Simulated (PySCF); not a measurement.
C₄H₆NSi (doublet state).
Atom-mapped SMILES: `[H]/[N:6]=[C:5]/[CH2:4][SiH2:3][C:2]#[CH:1]` (hydrogens: H7 on C1; H8, H9 on Si3; H10, H11 on C4; H12 on N6)

Cartesian coordinates in Å at the GFN2-xTB level; atoms count from 1:
```xyz
12
C4H6NSi angstrom
C      2.8832    0.0398   -0.8097
C      1.9275   -0.1018   -0.0925
Si     0.4339   -0.3385    0.9679
C     -1.0509   -0.7232   -0.2305
C     -1.9164    0.4034   -0.5155
N     -1.8735    1.5670   -0.0931
H      3.7236    0.1692   -1.4299
H      0.6467   -1.5099    1.8294
H      0.1377    0.8761    1.7221
H     -1.6705   -1.5162    0.1946
H     -0.6712   -1.1086   -1.1794
H     -2.5689    2.2419   -0.3896
```

The hyperfine couplings belong to this conformer and change with its torsions.

Computed with PySCF, UKS B3LYP, pcH-1 on C H N Si, non-relativistic, mean-field spin-orbit, GIAO. One conformer (not necessarily the lowest) at the GFN2-xTB geometry, without solvent, vibrations or thermal averaging. The geometry wasn't refined by DFT: couplings that depend on bond lengths, twists or pyramidal angles can differ widely from those at the functional's own minimum. Stability of the SCF solution: not tested.

(1) Break the g tensor into its mass correction, gauge correction and orbital-Zeeman/spin–orbit terms.

(2) Average each term over the three axes. Which is largest in size?

(3) What effective moment and Curie constant follow for a powder?

(4) In a frozen sample, at which fields do the three g values resonate at 9.5, 34, 94 and 263 GHz (hyperfine left aside), and which band first spreads them over more than twice a line width of 0.3 mT?

Results:

(1) 
```
                    Δg (ppm)      1     2     3
relativistic mass correction   -178  -178  -178
            gauge correction     22    11   -58
   orbital Zeeman/spin–orbit  -3140   -57  1796
                       total  -3295  -223  1560
```

So g = 1.99902, 2.00210, 2.00388 and g_iso = 2.00167; the tensor is rhombic: the two nearest values differ by 37 % of g3 − g1. Axes: g2 points within 5° of the Si3–C4 bond.

(2) The orbital-Zeeman/spin–orbit term -467, the mass correction -178 and the gauge correction -8 ppm, for a total of -653 ppm. The orbital-Zeeman/spin–orbit term is the largest in size. The mass correction is the same along every axis, so the anisotropy comes from the other two: their spans along these axes are 81 (gauge) and 4936 ppm (orbital Zeeman/spin–orbit).

(3) With the mean of g² = 4.0067 and S(S+1) = 0.75: μ_eff = √(⟨g²⟩S(S+1)) = 1.733 μB and χT = 0.12505·⟨g²⟩·S(S+1) = 0.376 cm³ K/mol (cgs; spin-Hamiltonian part alone).

(4) 
```
band    GHz  B(g3) mT  B(g2) mT  B(g1) mT  spread mT
   X    9.5    338.72    339.02    339.54       0.82
   Q   34.0   1212.26   1213.34   1215.20       2.94
   W   94.0   3351.54   3354.53   3359.68       8.14
   J  263.0   9377.19   9385.54   9399.97      22.77
```

The spread grows in proportion to the frequency. X band is the first where it exceeds 0.6 mT.

The largest Mulliken spin populations are on C5 (+0.72), N6 (+0.14) and Si3 (+0.11).

The HOMO–LUMO gaps are 4.93 eV among the α and 6.11 eV among the β orbitals.
